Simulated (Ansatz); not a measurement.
`C[S][SnH]([CH3])[F]` and `[CH3][SnH2][F]` differ in one atom or group.

Ansatz, PBE0-D4/def2-TZVP geometries, multiplicity 1. Each molecule was computed in one conformer, which needn't be the lowest.

Elements past krypton have def2 core potentials.

| property | `C[S][SnH]([CH3])[F]` |
| --- | --- |
| HOMO–LUMO gap (B3LYP/def2-TZVPP) / eV | 5.98 |
| LUMO energy (B3LYP/def2-TZVPP) / eV | -0.83 |
| size of the dipole moment (B3LYP/def2-TZVPP) / D | 2.96 |
| LUMO energy (ωB97M-V/def2-TZVPP) / eV | 1.29 |
| size of the dipole moment (ωB97M-V/def2-TZVPP) / D | 2.94 |
| size of the dipole moment (PBE/def2-TZVPP) / D | 2.86 |

Q: Give the same properties after the change, and the shifts. (Best estimate.)

A: Ansatz gave: 
```json
{"property": "HOMO–LUMO gap (B3LYP/def2-TZVPP) / eV", "`[CH3][SnH2][F]`": "7.82", "shift": "1.84"}
{"property": "LUMO energy (B3LYP/def2-TZVPP) / eV", "`[CH3][SnH2][F]`": "-0.67", "shift": "0.16"}
{"property": "size of the dipole moment (B3LYP/def2-TZVPP) / D", "`[CH3][SnH2][F]`": "3.05", "shift": "0.09"}
{"property": "LUMO energy (ωB97M-V/def2-TZVPP) / eV", "`[CH3][SnH2][F]`": "1.07", "shift": "-0.22"}
{"property": "size of the dipole moment (ωB97M-V/def2-TZVPP) / D", "`[CH3][SnH2][F]`": "3.05", "shift": "0.11"}
{"property": "size of the dipole moment (PBE/def2-TZVPP) / D", "`[CH3][SnH2][F]`": "2.90", "shift": "0.04"}
```

With PBE0 the HOMO falls by 1.67 eV and the LUMO rises by 0.12 eV, so the gap widens by about 1.79 eV. PBE moves the HOMO by -1.55 eV and ωB97M-V by -1.66 eV. The zero-point energy changes by -85.1 kJ/mol with -12 modes. Dipoles are sizes alone; their direction can turn.

B3LYP here is the variant with VWN-RPA as its local correlation; programs differ in this.
